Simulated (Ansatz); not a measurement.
Na₅⁺ (the lowest singlet isomer of a short search) was relaxed with r2SCAN (def2-SVP) in Ansatz in these states: charge +1 quintet, charge +1 singlet, charge +1 triplet. The geometries follow in no particular order.

A:

```
atom    x (Å)    y (Å)    z (Å)
 Na1   0.0183  -2.2750  -2.8726
 Na2   0.0275   0.0073   0.0062
 Na3   2.3115  -2.8375  -0.4881
 Na4   0.0736   3.5194   1.1182
 Na5  -2.4308   1.5858   2.2363
```

B:

```xyz
5

Na   -1.448    0.928   -1.925
Na   -0.814   -1.564    0.432
Na    1.778   -1.114   -1.980
Na    2.000    0.120    1.624
Na   -1.516    1.630    1.849
```

C:

```xyz
5

Na   -7.4652    0.6967   -1.5099
Na    0.1592    0.2252   -0.4856
Na   -3.5568    0.7116   -1.2550
Na    7.1733   -1.1331    2.4605
Na    3.6895   -0.5004    0.7900
```

Task: Judge from the bond lengths which geometry belongs to which state (an estimate).

Result: A is the charge +1 singlet (Na2–Na4 3.684 Å, Na1–Na2 3.674 Å, Na1–Na3 3.356 Å); B is the charge +1 triplet (Na2–Na4 3.489 Å, Na1–Na2 3.488 Å, Na1–Na3 3.819 Å); C is the charge +1 quintet (Na2–Na4 7.728 Å, Na1–Na2 7.707 Å, Na1–Na3 3.917 Å).

At PBE0/def2-TZVP a singlet lies 0.37 eV below the charge +1 triplet. At PBE0/def2-TZVP a singlet lies 1.57 eV below the charge +1 quintet. These are the stationary points nearest to one start from a short search; other shapes may lie lower in each state.
